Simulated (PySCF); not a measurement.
## Titanium: a sound run and one with changed settings

Sound run: Ti²⁺ [Ar] 3d2, Ti³⁺ [Ar] 3d1. Calculation: PySCF 2.14, in cc-pVTZ-DK (7s6p4d2f1g, 68 functions); the spin-free X2C one-electron Hamiltonian (Gaussian nucleus). In the sound run the correlated levels freeze [Ar]. The sound run starts from symmetry-adapted Hartree-Fock orbitals and uses a fine grid where one is needed.

Changed run: all electrons correlated in a basis built for the valence shell.

```tsv
species	method	sound run (hartree)	changed run (hartree)	converged
Ti²⁺	MP2	-852.07225	-852.33103	yes
Ti³⁺	MP2	n/a	-851.33305	yes
```

Ionisation energy of Ti²⁺:

```tsv
method	sound run (eV)	changed run (eV)
UHF	26.603	26.603
MP2	26.725	27.156
SCS-MP2	26.644	27.061
```

A valence basis has no tight correlating functions, so it recovers only part of the core correlation, and not evenly between atom and ion.

For comparison, NIST gives 27.492 eV between the lowest levels.
